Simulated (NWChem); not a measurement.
System meant: C₃H₆Si; SMILES [SiH3]C=C=C

The following NWChem deck was run.

```
start job
memory heap 200 mb stack 900 mb global 1100 mb
geometry units angstroms noautosym nocenter noautoz
  C      0.343141     2.381980     0.211455
  C     -0.200973     1.221577    -0.048934
  C     -0.723592     0.047024    -0.301561
  Si     0.204132    -1.555124    -0.009057
  H      0.913411     2.922927    -0.540521
  H      0.242011     2.849799     1.188296
  H     -1.740828     0.003952    -0.698440
  H     -0.528745    -2.417765     0.959141
  H      0.340698    -2.322819    -1.278175
  H      1.555367    -1.255254     0.528762
end
basis spherical
  C library 6-31g*
  Si library 6-31g*
  H library 6-31g*
end
dft
  xc xtpss03 ctpss03
  iterations 150
end
property
  shielding 8 1 2 3 4 5 7 8 10
end
task dft property
```

End of the output:

```
 Vector   22  Occ=0.000000D+00  E= 2.845629D-02
              MO Center=  1.5D-01, -1.4D+00, -2.2D-02, r^2= 5.2D+00
   Bfn.  Coefficient  Atom+Function         Bfn.  Coefficient  Atom+Function
  ----- ------------  ---------------      ----- ------------  ---------------
    54      1.040929   4 Si py               34     -0.882147   3 C  s
    53     -0.606706   4 Si px               36      0.494664   3 C  py
    66      0.377908   7 H  s                 6     -0.330250   1 C  s
    52      0.285675   4 Si s                68      0.284183   8 H  s
    70      0.284075   9 H  s                50      0.229926   4 Si py

 center of mass
 --------------
 x =  -0.01290159 y =   0.00211852 z =  -0.04753899

 moments of inertia (a.u.)
 ------------------
         678.754233872282           1.874214475316         -15.855338930365
           1.874214475316          81.467626788145         -26.271334293545
         -15.855338930365         -26.271334293545         712.518402017478

     Multipole analysis of the density
     ---------------------------------

     L   x y z        total         alpha         beta         nuclear
     -   - - -        -----         -----         ----         -------
     0   0 0 0     -0.000000    -19.000000    -19.000000     38.000000

     1   1 0 0     -0.087534     -0.186647     -0.186647      0.285761
     1   0 1 0      0.231559      0.198370      0.198370     -0.165181
     1   0 0 1     -0.024207      0.745653      0.745653     -1.515513

     2   2 0 0    -24.148859    -32.450726    -32.450726     40.752593
     2   1 1 0      0.988910     -0.701670     -0.701670      2.392250
     2   1 0 1      0.248185     -4.638372     -4.638372      9.524929
     2   0 2 0    -23.318639   -201.549061   -201.549061    379.779482
     2   0 1 1      0.431354     -7.936232     -7.936232     16.303818
     2   0 0 2    -24.554843    -22.731230    -22.731230     20.907617

          -----------------------------------------
          Chemical Shielding Tensors (GIAO, in ppm)
          -----------------------------------------

 ------------------------------------------------------------------------
  xtpss03: d2 not coded                    0
 ------------------------------------------------------------------------
 ------------------------------------------------------------------------
  current input line :
    27: task dft property
 ------------------------------------------------------------------------
 ------------------------------------------------------------------------
 This error has not yet been assigned to a category
 ------------------------------------------------------------------------
 For more information see the NWChem manual at https://nwchemgit.github.io

0: xtpss03: d2 not coded:Received an Error in Communication
```

Question: Can this run be used? If not, why, and what is the fix?

Answer: The program stopped with an error. Cause: this functional's second derivatives, which shieldings need, aren't coded here; the fix takes a hybrid GGA instead. This input runs:
```
start job
memory heap 200 mb stack 900 mb global 1100 mb
geometry units angstroms noautosym nocenter noautoz
  C      0.343141     2.381980     0.211455
  C     -0.200973     1.221577    -0.048934
  C     -0.723592     0.047024    -0.301561
  Si     0.204132    -1.555124    -0.009057
  H      0.913411     2.922927    -0.540521
  H      0.242011     2.849799     1.188296
  H     -1.740828     0.003952    -0.698440
  H     -0.528745    -2.417765     0.959141
  H      0.340698    -2.322819    -1.278175
  H      1.555367    -1.255254     0.528762
end
basis spherical
  C library 6-31g*
  Si library 6-31g*
  H library 6-31g*
end
dft
  xc pbe0
  iterations 150
end
property
  shielding 8 1 2 3 4 5 7 8 10
end
task dft property
```
It converges to -407.05663 Ha (PBE0/6-31G* (spherical d), GIAO).
